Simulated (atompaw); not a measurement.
## Zr (Z = 40): one change to a PAW (atompaw) potential, before and after

atompaw 4.2.0.5 input, output lines left out:

```
Zr 40
GGA-PBESOL scalarrelativistic loggrid 1500 logderivrange -6 5 276
5 5 4 0 0 0
5 1 0
4 2 2
0 0 0
c
c
c
v
v
c
c
v
v
c
v
2
3.00 2.50 2.25 1.65
n
n
y
1.5
n
custom rrkj gramschmidtortho besselshape
bessel
1.50
3.00
2.40
2.20
3.00
3.00
```

Change: all radii scaled by about 1.26 (s 1.88, p 3.02, d 3.78 bohr); local potential bessel scheme, radius 2.84 bohr; augmentation besselshape compensation charge, radius 3.14 bohr; PAW radius 3.78 bohr; waves and projectors: custom rrkj gramschmidtortho; core correction smooth core density matched at 2.08 bohr.

Cutoffs: the cutoffs (Ry, on a coarse ladder) from which the occupation-weighted sum of valence levels, in a spherical-Bessel basis at the reference potential, stays within 10 and 1 mRy of its value at 400 Ry; they do not see the model core or the augmentation charge, which bear on the density cutoff.

Task: What does the change do?

Result: The potential gets softer (18 Ry and 30 Ry → 15 Ry and 18 Ry); neither file shows a bound ghost. A larger radius leaves more room for a smooth pseudo-wave, so fewer plane waves are needed.

```csv
quantity,base,changed
"cutoff, loose",18 Ry,15 Ry
"cutoff, tight",30 Ry,18 Ry
loose cutoff by channel (10 mRy a level),"s 18 Ry, p 12 Ry, d 8 Ry","s 12 Ry, p 8 Ry, d 6 Ry"
bound ghosts,none,none
lowest overlap eigenvalue by channel,"s 0.39, p 0.07, d 0.87","s 0.37, p 0.83, d 0.86"
```

 The cutoffs see the waves, projectors and local potential, not the compensation charge or the core.
